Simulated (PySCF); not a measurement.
PySCF input file for Ga(vinyl)(OH)(NH2) (C2H6GaNO), SMILES C=[CH][Ga]([NH2])[OH], IEF-PCM-ωB97X/def2-SVP. Geometry optimised at PBE0-D3(BJ)/def2-SVP. The structure was generated by enumeration; whether it is a known compound was not checked. Other conformers were not sampled.

```python
import numpy as np
from pyscf import gto, scf, dft
from pyscf.solvent import pcm

mol = gto.M(
    atom='''
    Ga   -0.01700011    0.17767173    0.25808842
    C    -0.09781114   -0.09446588   -1.65878913
    C     0.09649658   -1.28216037   -2.24476005
    H    -0.31448745    0.76765593   -2.30152410
    H     0.04562572   -1.41387326   -3.33275610
    H     0.31740934   -2.19052872   -1.67166911
    O    -0.31647867    1.83130429    0.87299432
    H    -0.26946730    1.92681592    1.82831866
    N     0.33970579   -1.12918406    1.46256990
    H     0.38390953   -0.99268245    2.46403766
    H     0.52578981   -2.09159944    1.21220302
    ''',
    basis='def2-SVP',
    charge=0,
    spin=0,
    max_memory=1600,
    verbose=3,
)
mf = dft.RKS(mol, xc='wb97x').density_fit(auxbasis='def2-universal-jkfit')
mf.grids.level = 3
mf.conv_tol = 1e-9
mf.max_cycle = 100
mf.kernel()
res = {}
for name, eps in {'water': 78.355, 'chlorobenzene': 5.6968, '1-octanol': 9.8629}.items():
    s = mf.PCM()
    s.with_solvent.method, s.with_solvent.eps, s.with_solvent.lebedev_order = 'IEF-PCM', eps, 29
    s.kernel(mf.make_rdm1())
    res[name] = (s.e_tot, eps, s.dip_moment(), s.mo_energy, s.converged)
    print(f'{name}: electrostatic solvation free energy {(s.e_tot - mf.e_tot) * 627.509474:.3f} kcal/mol')
```

It prints:

```
converged SCF energy = -2134.26160672151

WARN: PCM is an experimental feature. It is still in testing.
Features and APIs may be changed in the future.

converged SCF energy = -2134.27348246465
Dipole moment(X, Y, Z, Debye):  0.60705, -2.41696,  1.39565
water: electrostatic solvation free energy -7.452 kcal/mol

WARN: PCM is an experimental feature. It is still in testing.
Features and APIs may be changed in the future.

converged SCF energy = -2134.27048660511
Dipole moment(X, Y, Z, Debye):  0.57264, -2.27913,  1.31386
chlorobenzene: electrostatic solvation free energy -5.572 kcal/mol

WARN: PCM is an experimental feature. It is still in testing.
Features and APIs may be changed in the future.

converged SCF energy = -2134.27176554758
Dipole moment(X, Y, Z, Debye):  0.58705, -2.33672,  1.34792
1-octanol: electrostatic solvation free energy -6.375 kcal/mol
```

The run converged.

Cost: very roughly 90 core-seconds.
